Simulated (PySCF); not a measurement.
Successive ionisation energies of xenon

Calculated with PySCF 2.14, two-component X2C-1e (Gaussian nucleus, no Breit or QED terms), each ion in its own even-tempered basis; GMP2 freezes the deep shells of the larger ions and drops the highest virtual spinors; eV.

| ion | configuration | GHF (spin-free) | GHF (screened spin-orbit) | GMP2 (screened spin-orbit) | NIST | kind |
| --- | --- | --- | --- | --- | --- | --- |
| Xe²⁹⁺ | [Ar] 3d7 | 1742.2 | 1742.4 | 1743.2 | 1742 ± 4 | theoretical |
| Xe³⁰⁺ | [Ar] 3d6 | 1822.1 | 1826.6 | 1827.5 | 1826 ± 4 | theoretical |
| Xe³¹⁺ | [Ar] 3d5 | 1935.6 | 1922.0 | 1920.9 | 1919 ± 4 | theoretical |
| Xe³²⁺ | [Ar] 3d4 | 2019.2 | 2021.8 | 2023.1 | 2023 ± 4 | theoretical |
| Xe³³⁺ | [Ar] 3d3 | 2110.0 | 2112.1 | 2112.6 | 2113 ± 5 | theoretical |
| Xe³⁴⁺ | [Ar] 3d2 | 2202.5 | 2209.6 | 2209.4 | 2209 ± 5 | theoretical |
| Xe³⁵⁺ | [Ar] 3d1 | 2290.6 | 2300.7 | 2300.4 | 2300 ± 5 | theoretical |
| Xe³⁶⁺ | [Ar] | 2581.4 | 2556.7 | 2557.6 | 2556 ± 5 | theoretical |
| Xe³⁷⁺ | [Ne] 3s2 3p5 | 2660.3 | 2638.1 | 2639.1 | 2637 ± 4 | theoretical |
| Xe³⁸⁺ | [Ne] 3s2 3p4 | 2740.0 | 2728.2 | 2728.4 | 2726 ± 4 | theoretical |
| Xe³⁹⁺ | [Ne] 3s2 3p3 | 2848.1 | 2812.4 | 2812.7 | 2811 ± 4 | theoretical |
| Xe⁴⁰⁺ | [Ne] 3s2 3p2 | 2929.4 | 2976.7 | 2978.6 | 2975 ± 4 | theoretical |
